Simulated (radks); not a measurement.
Question: These are the eigenvalues of the occupied orbitals of an atom or ion with whole-number occupations (hartree). Method: Dirac Kohn-Sham, Slater X-alpha with alpha = 0.729, spin-unpolarised, spherical densities, finite nucleus; Fermi nuclear charge, rms radius of each element as measured or else 0.836 A^(1/3) + 0.57 fm; computed with a radial shooting solver on a logarithmic mesh with Libxc functionals.

orbital  eigenvalue
1s1/2     -1654.181
2s1/2     -270.0831
2p1/2     -256.0340
2p3/2     -235.4166
3s1/2     -59.84762
3p1/2     -53.79088
3p3/2     -49.64203
3d3/2     -39.05589
3d5/2     -38.15456
4s1/2     -12.80149
4p1/2     -10.48956
4p3/2      -9.57381
4d3/2      -5.75412
4d5/2      -5.59014
5s1/2      -2.53836
5p1/2      -1.88888
5p3/2      -1.75159
4f5/2      -1.18282

Which element is it, and in what charge state? The configuration may be excited. Open shells, if any, fill j = l - 1/2 first.

Answer: Z = 61, promethium, charge +3: Pm3+ in [Xe] 4f4. The list shows which subshells hold electrons but not how many an open one holds; the 1s level, -1654.2 hartree, gives Z - s = 57.5 by -(Z - s)^2/2, which with screening and relativity narrows Z to a few neighbours, and the depths of the outer levels then fix element, charge and occupations together.
